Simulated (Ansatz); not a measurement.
`[OH][GeH2][GeH2][F]` + `[NH2][AlH][Br]` → `[NH2][AlH][GeH2][F]` + `[OH][GeH2][Br]`  (redistribution)

Gas-phase electronic energies from Ansatz, PBE0-D4/def2-TZVP geometries. CCSD(T)/CBS adds triple-zeta CCSD(T) − MP2 to the extrapolated MP2 energy (def2 sets, frozen cores). DFT in def2-TZVPP. For Br, Ge outer-core shells are correlated without core-valence functions, which leaves a few kJ/mol of doubt a bond. Scalar relativity is left out up to krypton. Each species was taken in one conformer, which may not be the lowest.

`[OH][GeH2][GeH2][F]`:

```xyz
9

O    -0.886    0.542   -1.902
Ge    0.550    0.276   -0.869
Ge   -0.218   -0.620    1.266
F     1.162   -0.593    2.345
H    -1.351    1.353   -1.687
H     1.304    1.605   -0.665
H     1.405   -0.732   -1.647
H    -1.290    0.256    1.941
H    -0.676   -2.088    1.217
```

`[NH2][AlH][Br]`:

Z-matrix (Å, degrees):
```
N
Al 1 1.756
H 1 1.007 2 125.0
H 1 1.007 2 124.3 3 -180.0
Br 2 2.258 1 117.4 3 -0.0
H 2 1.571 1 121.8 3 180.0
```

`[NH2][AlH][GeH2][F]`:

Cartesian coordinates in Å:
```
N 1.523 -0.783 -0.862
Al 0.662 0.715 -0.524
Ge -1.385 0.342 0.836
F -1.401 -1.403 1.099
H 1.207 -1.682 -0.532
H 2.374 -0.879 -1.393
H 1.197 2.103 -1.063
H -2.751 0.643 0.181
H -1.425 0.944 2.259
```

`[OH][GeH2][Br]`:

Z-matrix (Å, degrees):
```
Ge
Br 1 2.310
O 1 1.766 2 109.2
H 1 1.527 2 109.0 3 -114.7
H 1 1.535 2 106.2 3 120.2
H 3 0.961 1 113.1 2 59.2
```

```json
{"level": "r2SCAN-D4", "ΔE (kJ/mol)": "69.5"}
{"level": "SCS-MP2/def2-TZVPP", "ΔE (kJ/mol)": "71.4"}
{"level": "CCSD(T)/def2-TZVPP", "ΔE (kJ/mol)": "69.9"}
{"level": "HF/CBS(def2)", "ΔE (kJ/mol)": "72.7"}
```

(1) What does CCSD(T)/CBS give? (Best estimate.)

Largest T1 diagnostic among the species: 0.013.

Answers

(1) Ansatz gave: +71.8 kJ/mol. The listed levels differ from it by -2.3, -0.4, -1.9, 0.9 kJ/mol.

From PBE to PBE0 (25 % exact exchange), in def2-TZVPP and without D4, ΔE moves by +3.6 kJ/mol.
